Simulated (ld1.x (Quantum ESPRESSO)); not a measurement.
Logarithmic derivatives: silver (Ag), PAW

Ag (Z = 47), PAW, made with ld1.x (Quantum ESPRESSO) 7.5 (PBEsol, fully relativistic). Core [Ar] 3d10, reference 4s2 4p6 4d9 5s0 5p0 (charge +2). Waves: 4s (bound): rcut 1.25, rcutus 1.40 bohr; 5s (bound, empty): rcut 1.25, rcutus 1.40 bohr; 4p (bound): rcut 1.50, rcutus 1.90 bohr; 5p (bound, empty): rcut 1.50, rcutus 1.90 bohr; 4d (bound): rcut 1.45, rcutus 1.70 bohr; 4d channel at 2.9 Ry: rcut 1.45, rcutus 1.70 bohr. Local part: all-electron potential smoothed inside 1.45 bohr (lloc = -1). Core correction: a·sin(br)/r model core, default radius (ld1.x builds one for every PAW set, though the input has nlcc=.false.). Augmentation charge: BESSEL, radius 1.10 bohr.

Open shells are filled in proportion to 2j + 1 (rel_dist='average').

The phase is arctan(r·u′/u) with u = r·R(r), unwrapped; energies in Ry, scanned from -11 to 5 Ry. A pole is an energy at which the radial function vanishes at the test radius. The pseudo phase is shifted by a multiple of π to meet the all-electron one at the reference energy, and phase errors are pseudo minus all-electron; the curves can meet again beyond the range given. Levels narrower than the energy grid can be missing from the lists of poles.

For each channel, where are the poles, and over which energies does the pseudopotential scatter like the atom?

| channel | radius (bohr) | reference energy (Ry) | poles, all-electron | poles, pseudo | unbroken range about the reference energy with phases within 0.05 rad | phase error 1 Ry above the reference energy (rad) |
| --- | --- | --- | --- | --- | --- | --- |
| s | 2.05 | -1.52 | -8.55, 3.63 | -8.55, 4.19 | below 3.8 | +0.001 |
| p1/2 | 2.05 | -1.07 | -6.04 | -6.04, 4.13 | below 4.0 | -0.013 |
| p3/2 | 2.05 | -1.03 | -5.63 | -5.63, 4.33 | below 3.7 | -0.011 |
| d3/2 | 2.05 | -2.15 | -1.51 | -1.52 | below 5.0 | -0.006 |
| d5/2 | 2.05 | -2.10 | -1.44 | -1.45 | below 4.7 | -0.006 |

The ghost test of this file was not conclusive.

Phases in the d3/2 channel:

```
E (Ry)  all-electron  pseudo
-11.00         1.413   1.410
-10.76         1.411   1.408
-10.52         1.408   1.406
-10.28         1.406   1.404
-10.04         1.404   1.401
 -9.80         1.401   1.399
 -9.56         1.399   1.396
 -9.32         1.396   1.393
 -9.08         1.393   1.390
 -8.84         1.390   1.387
 -8.60         1.387   1.384
 -8.36         1.383   1.380
 -8.12         1.380   1.377
 -7.88         1.376   1.373
 -7.64         1.372   1.368
 -7.40         1.368   1.364
 -7.16         1.363   1.359
 -6.92         1.358   1.354
 -6.68         1.353   1.348
 -6.44         1.347   1.342
 -6.20         1.341   1.336
 -5.96         1.333   1.328
 -5.72         1.325   1.320
 -5.48         1.317   1.311
 -5.24         1.307   1.301
 -5.00         1.295   1.289
 -4.76         1.282   1.275
 -4.52         1.266   1.259
 -4.28         1.247   1.239
 -4.04         1.223   1.215
 -3.80         1.192   1.183
 -3.56         1.149   1.139
 -3.32         1.087   1.076
 -3.08         0.985   0.972
 -2.84         0.790   0.774
 -2.60         0.331   0.313
 -2.36        -0.565  -0.570
 -2.12        -1.158  -1.158
 -1.88        -1.403  -1.405
 -1.64        -1.526  -1.529
 -1.40        -1.601  -1.606
 -1.16        -1.654  -1.660
 -0.92        -1.695  -1.702
 -0.68        -1.729  -1.737
 -0.44        -1.761  -1.769
 -0.20        -1.791  -1.800
  0.04        -1.821  -1.831
  0.28        -1.852  -1.863
  0.52        -1.886  -1.897
  0.76        -1.924  -1.936
  1.00        -1.969  -1.981
  1.24        -2.022  -2.035
  1.48        -2.088  -2.101
  1.72        -2.173  -2.186
  1.96        -2.284  -2.296
  2.20        -2.436  -2.446
  2.44        -2.645  -2.651
  2.68        -2.921  -2.923
  2.92        -3.247  -3.247
  3.16        -3.565  -3.568
  3.40        -3.824  -3.834
  3.64        -4.016  -4.033
  3.88        -4.156  -4.179
  4.12        -4.258  -4.287
  4.36        -4.335  -4.370
  4.60        -4.395  -4.435
  4.84        -4.442  -4.489
```
